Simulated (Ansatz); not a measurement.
`B[SiH2][CH2][GeH3]` + `O[SiH2]F` → `B[SiH2]O[SiH2]F` + `[CH3][GeH3]`  (ligand exchange at the Si–C bond)

Isolated molecules relaxed with PBE0-D4/def2-TZVP in Ansatz; ΔE leaves out vibrations. CBS: MP2 limit from def2 TZ/QZ plus the TZ coupled-cluster correction, frozen cores. DFT in def2-TZVPP. For Ge outer-core shells are correlated without core-valence functions, which leaves a few kJ/mol of doubt a bond. Scalar relativity is left out up to krypton. One conformer a species, not always the lowest.

Q: Is it downhill or uphill in electronic energy at CCSD(T)/CBS, and by how much? (Best estimate.)

A: Computed: Downhill: ΔE = -100.0 kJ/mol.

Q: What do these levels give: ωB97X-V, r2SCAN, SCS-MP2/def2-TZVPP, HF/def2-QZVPP, SCS-MP2/def2-QZVPP, HF/CBS(def2)? (Best estimate.)

A: Computed: ωB97X-V -102.6, r2SCAN -101.6, SCS-MP2/def2-TZVPP -105.3, HF/def2-QZVPP -127.6, SCS-MP2/def2-QZVPP -106.0, HF/CBS(def2) -128.0 kJ/mol.

Largest T1 diagnostic among the species: 0.012.

From PBE to PBE0 (25 % exact exchange), in def2-TZVPP and without D4, ΔE moves by −4.4 kJ/mol. In def2-TZVPP, CCSD(T) changes the Hartree–Fock value by +25.4 kJ/mol (the triples alone add +3.8 kJ/mol) and MP2 by +25.9 kJ/mol.
